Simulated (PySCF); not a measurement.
## Correlation energy of Mn (manganese, neutral)

[Ar] 3d5 4s2, high-spin 6S determinant. Calculation: PySCF 2.14, in aug-cc-pVQZ (9s8p6d4f3g2h, 140 functions); no relativity, point nucleus. Frozen: [Ar]; 7 electrons correlated.

MP2 pair energies summed by pair of shells (mhartree):

| pair | energy | share (%) |
| --- | --- | --- |
| 3d-3d | -77.59 | 59.7 |
| 3d-4s | -29.78 | 22.9 |
| 4s-4s | -22.58 | 17.4 |

Total MP2 correlation energy: -129.96 mhartree.

Same-spin part -90.87 and opposite-spin part -39.09 mhartree; SCS-MP2 scales them by 1/3 and 6/5 to -77.20 mhartree.
